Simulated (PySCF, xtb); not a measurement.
Te(NH2)2 (H4N2Te), SMILES N[Te]N.

xtb with GFN2-xTB at its own geometry gives an orbital gap of 4.21 eV and a dipole moment of 2.07 D.

Geometry: PBE-D3(BJ)/def2-SVP. The def2 effective core potentials stand for the cores of Te; spin–orbit coupling is left out. Other conformers were not sampled.

Question: What does r2SCAN/def2-TZVPD run with PySCF give? (Estimate from the structure and the level; the computed values follow.)

Answer: gap 3.78 eV (levels -5.24 and -1.47 eV), dipole 2.21 D.
